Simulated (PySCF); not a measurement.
Structure problem from calculated spectra and properties.

Formula: C7H13FO2.

| Item | Value |
| --- | --- |
| 1H NMR | chemical shifts (computed TMS as zero) by class: 5.65 (1 H), 4.43 (1 H), 4.31 (1 H), 2.35 (1 H), 2.26 (1 H), 1.94 (1 H), 1.49 (1 H), 1.39 (3 H), 0.92 (3 H) ppm [GIAO PBE0/pcSseg-1] |
| UV, first state | lowest singlet excitation: 7.40 eV (168 nm, f = 0.001) [TDDFT PBE0/def2-SVPD] |
| Triplet | lowest triplet excitation (Tamm–Dancoff): 7.25 eV [TDA PBE0/def2-SVPD] |
| NMR, other nuclei | isotropic shieldings of nuclei other than C and H, by class: 179 (1 O), 249 (1 O), 318 (1 F) ppm [GIAO PBE0/pcSseg-1] |
| Rotational structure | rotational constants A, B, C: 1.761, 1.134, 0.827 GHz [PBE0-D3(BJ)/def2-SVP] |
| UV, strongest line | among the 10 lowest singlet transitions: S7 at 8.47 eV (146 nm, f = 0.018) [TDDFT PBE0/def2-SVPD] |
| Dipole | 2.00 D [PBE0/def2-SVPD] |
| Valence photoelectron | vertical ionisation energy: 9.79 eV [ΔSCF PBE0/def2-SVPD] |
| 13C NMR | chemical shifts (computed TMS as zero) by class: 109.9 (1 C), 102.3 (1 C), 65.2 (1 C), 35.8 (1 C), 33.8 (1 C), 23.3 (1 C), 8.3 (1 C) ppm [GIAO PBE0/pcSseg-1] |

Electronic properties: PySCF, gas phase, density fitting. Levels stand in brackets. Isolated species at its PBE0-D3(BJ)/def2-SVP geometry (one conformer only). Each NMR value is the plain mean over a class of atoms that symmetry, rotation or inversion makes alike.

Question: Give a SMILES that accounts for the data.

Answer: Numbering: `[CH3:1][CH2:2][C@@:3]1([O:4][C@H:5]([CH3:6])[F:7])[CH2:8][CH2:9][O:10]1`. Its formula, C7H13FO2, gives 1 degree of unsaturation: 1 ring and 0 π bonds in the structure found. 7 carbons fall into 7 classes; from least to most shielded: sp3 carbon bearing two oxygens [C3] (109.9 ppm), sp3 C–F carbon [C5] (102.3 ppm), ring sp3 carbon bound to oxygen [C9] (65.2 ppm), chain CH2 carbon [C2] (35.8 ppm), four-membered-ring carbon [C8] (33.8 ppm), methyl carbon [C6] (23.3 ppm), methyl carbon [C1] (8.3 ppm). Hydrogen classes from least to most shielded: 1 H on an sp3 C–F carbon, C5 (5.65 ppm), 1 H on an sp3 carbon bound to oxygen, C9 (4.43 ppm), 1 H on an sp3 carbon bound to oxygen, C9 (4.31 ppm), 1 H on a four-membered-ring carbon, C8 (2.35 ppm), 1 H on a four-membered-ring carbon, C8 (2.26 ppm), 1 H on a chain CH2 carbon, C2 (1.94 ppm), 1 H on a chain CH2 carbon, C2 (1.49 ppm), 3 H on a methyl carbon, C6 (1.39 ppm, a mean of values up to 0.6 ppm apart in this geometry), 3 H on a methyl carbon, C1 (0.92 ppm, a mean of values up to 0.7 ppm apart in this geometry). The other shieldings belong to: 179 ppm, ether oxygen [O4]; 249 ppm, cyclic ether oxygen [O10]; 318 ppm, alkyl fluorine [F7]. The first electron is taken from the HOMO, whose largest Löwdin shares are 0.53 on the cyclic ether oxygen, 0.11 on the sp3 carbon bound to oxygen, 0.07 on the ether oxygen and 0.07 on a methylene hydrogen. The optimised geometry has point group C1 and is an asymmetric top. Structure: `CC[C@@]1(O[C@H](C)F)CCO1`. Computed isomers that give other values at the same levels: `CO[C@@H]1CC[C@@H](CF)CO1` (13C chemical shifts (computed TMS as zero) by class: 98.8 (1 C), 82.6 (1 C), 59.3 (1 C), 54.7 (1 C), 35.1 (1 C), 26.1 (1 C), 18.1 (1 C) ppm); `CO[C@@H]1CC[C@H](CF)CO1` (13C chemical shifts (computed TMS as zero) by class: 97.5 (1 C), 86.8 (1 C), 62.7 (1 C), 54.2 (1 C), 37.2 (1 C), 31.3 (1 C), 20.3 (1 C) ppm); `CO[C@@]1(F)CCCCOC1` (13C chemical shifts (computed TMS as zero) by class: 117.9 (1 C), 77.2 (1 C), 69.7 (1 C), 49.6 (1 C), 38.2 (1 C), 33.2 (1 C), 22.8 (1 C) ppm). The assignments are read from this structure; whether some other isomer fits the data as well wasn't checked. The mirror image fits equally.

The values belong to the conformer `[CH3:1][CH2:2][C@@:3]1([O:4][C@H:5]([CH3:6])[F:7])[CH2:8][CH2:9][O:10]1`: C1–C2–C3–O4 -56°, C2–C3–O4–C5 -70°, C3–O4–C5–C6 -158°.
